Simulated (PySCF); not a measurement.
CH₃O, charge -1, singlet, geometry from GFN2-xTB (in this run its highest filled SCF level lies above zero, so its values depend strongly on the basis, on diffuse functions most of all); R2SCAN/6-31G (PySCF).

PySCF was given this input:
```python
from pyscf import gto, scf, dft

mol = gto.Mole()
mol.atom = '''
    C    -0.023319    0.519241   -0.015400
    O     0.034690   -0.772439    0.022909
    H    -1.086395    0.974056   -0.049513
    H     0.456560    1.070946    0.880976
    H     0.492230    1.019065   -0.922338
'''
mol.basis = '6-31g'
mol.charge = -1
mol.spin = 0
mol.verbose = 4
mol.build()

mf = dft.RKS(mol)
mf.xc = 'r2scan'
mf.grids.radi_method = dft.radi.delley
mf.kernel()
mf.analyze()
```

Task: Predict the main parts of the log of this PySCF run.

Result: 
```
PySCF version 2.14.0

[INPUT] verbose = 4
[INPUT] num. atoms = 5
[INPUT] num. electrons = 18
[INPUT] charge = -1
[INPUT] spin (= nelec alpha-beta = 2S) = 0
[INPUT] symmetry False subgroup None
[INPUT] Mole.unit = angstrom
[INPUT] Symbol           X                Y                Z      unit          X                Y                Z       unit  Magmom
[...]
nuclear repulsion = 34.8661342987021
number of shells = 16
number of NR pGTOs = 56
number of NR cGTOs = 24
basis = 6-31g
ecp = {}

******** <class 'pyscf.dft.rks.RKS'> ********
method = RKS
initial guess = minao
damping factor = 0
level_shift factor = 0
DIIS = <class 'pyscf.scf.diis.CDIIS'>
diis_start_cycle = 1
diis_space = 8
diis_damp = 0
SCF conv_tol = 1e-09
SCF conv_tol_grad = None
SCF max_cycles = 50
direct_scf = True
direct_scf_tol = 1e-13
XC library pyscf.dft.libxc version 7.1.2
    S. Lehtola, C. Steigemann, M. J. T. Oliveira, and M. A. L. Marques,  SoftwareX 7, 1–5 (2018)
XC functionals = r2scan
    J. W. Furness, A. D. Kaplan, J. Ning, J. P. Perdew, and J. Sun,  J. Phys. Chem. Lett. 11, 8208–8215 (2020)
    J. W. Furness, A. D. Kaplan, J. Ning, J. P. Perdew, and J. Sun,  J. Phys. Chem. Lett. 11, 9248–9248 (2020)
    J. W. Furness, A. D. Kaplan, J. Ning, J. P. Perdew, and J. Sun,  J. Phys. Chem. Lett. 11, 8208–8215 (2020)
    J. W. Furness, A. D. Kaplan, J. Ning, J. P. Perdew, and J. Sun,  J. Phys. Chem. Lett. 11, 9248–9248 (2020)
radial grids: B. Delley radial grids. Ref. JCP 104, 9848 (1996); DOI:10.1063/1.471749. log2 algorithm
becke partition: Becke, JCP 88, 2547 (1988); DOI:10.1063/1.454033
pruning grids: <function nwchem_prune>
grids dens level: 3
symmetrized grids: False
atomic radii adjust function: <function treutler_atomic_radii_adjust>
small_rho_cutoff = 0
Set gradient conv threshold to 3.16228e-05
Initial guess from minao.
tot grids = 62304
init E= -114.988853452457
[...]
cycle= 1 E= -114.740516405807  delta_E= 0.248  |g|=    1  |ddm|= 1.95
[...]
cycle= 2 E= -112.588880329683  delta_E= 2.15  |g|= 2.99  |ddm|= 9.78
[...]
cycle= 3 E= -114.949622316715  delta_E= -2.36  |g|= 0.255  |ddm|= 8.94
[...]
cycle= 4 E= -114.960276153249  delta_E= -0.0107  |g|= 0.173  |ddm|= 0.42
[...]
cycle= 5 E= -114.968246564602  delta_E= -0.00797  |g|= 0.0276  |ddm|= 0.24
[...]
cycle= 6 E= -114.968491604558  delta_E= -0.000245  |g|= 0.00469  |ddm|= 0.0621
[...]
cycle= 7 E= -114.968496723198  delta_E= -5.12e-06  |g|= 0.000454  |ddm|= 0.00718
[...]
cycle= 8 E= -114.968496769063  delta_E= -4.59e-08  |g|= 3.02e-05  |ddm|= 0.000689
[...]
cycle= 9 E= -114.968496769269  delta_E= -2.06e-10  |g|= 9.24e-07  |ddm|= 5.32e-05
[...]
Extra cycle  E= -114.968496769268  delta_E= 6.54e-13  |g|= 1.97e-06  |ddm|= 4.07e-06
converged SCF energy = -114.968496769268
**** SCF Summaries ****
Total Energy =                        -114.968496769268484
Nuclear Repulsion Energy =              34.866134298702086
One-electron Energy =                 -230.809776957528129
Two-electron Energy =                   80.975145889557538
Two-electron Coulomb Energy =           96.297543574289108
DFT Exchange-Correlation Energy =      -15.322397684731575
HOMO-LUMO gap [eV] =                     5.357624245702936
**** MO energy ****
[...]
 ** Mulliken pop on meta-lowdin orthogonal AOs  **
 ** Mulliken pop  **
[...]
 ** Mulliken atomic charges  **
charge of    0C =     -0.04866
charge of    1O =     -0.76788
charge of    2H =     -0.06115
charge of    3H =     -0.06115
charge of    4H =     -0.06116

WARN: System has nonzero charge -1; the dipole moment is origin-dependent.
Location of origin: [0. 0. 0.]

Dipole moment(X, Y, Z, Debye): -0.06285,  1.39933, -0.04149
```
